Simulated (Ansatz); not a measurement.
Input file for Ansatz (a program for electronic structure): U-wB97X-V/def2-TZVPP on FHSn (SMILES [F][SnH]), a point of a bond scan (R = 1.973 Å). Elements past Kr take the def2 small-core potentials; no spin–orbit coupling.

Ansatz 0.2 input:
```yaml
crystal:
  periodic: [false, false, false]
  atoms:
    - {symbol: Sn, position_ang: [-0.09096150, -0.17370643, 0.21890608]}
    - {symbol: H, position_ang: [-1.12950542, -1.18065727, -1.12233078]}
    - {symbol: F, position_ang: [0.62035194, 1.08604865, -1.10498931]}
basis:
  gaussian:
    orbitals: def2-TZVPP
hamiltonian:
  xc: {name: wB97X-V}
magnetization: {spin_polarized: true, initial_magnetization: 0}
```

Output:

```
WARN ansatz: RAYON_NUM_THREADS=1 ignored (pool sized by the plan → 1); use --threads N
Functional definition: wB97X-V
integrals: 0.03 GiB planned
647 factors; their error is unknown
integrals: 0.07 GiB planned
135 factors; integrals over basis functions are off by at most 1.9e-5 eV
mean field: 0.44 GiB planned
mean field evaluation 1: about -8561.7469 eV, gradient 2.8e1 eV
mean field evaluation 2: about -8558.7195 eV, gradient 4.6e1 eV
mean field evaluation 4: about -8564.5920 eV, gradient 6.2e-1 eV
mean field evaluation 8: about -8564.6549 eV, gradient 1.7e-1 eV
mean field evaluation 16: about -8564.6550 eV, gradient 5.8e-5 eV
mean field -8564.65502278 eV, -314.7452667555 hartree, gradient 5.8e-5 eV, S^2 0.000000; 0 other end points of the search recorded, 0 dependent functions left out
reference -8564.65502097 eV, -314.7452666890 hartree; 16, 16 occupied and 79, 79 virtual orbitals, 647 factors
Total energy: -8564.65502097 eV, -314.7452666890 hartree
```

Self-consistency was reached.

Cost: roughly 4 core-seconds.
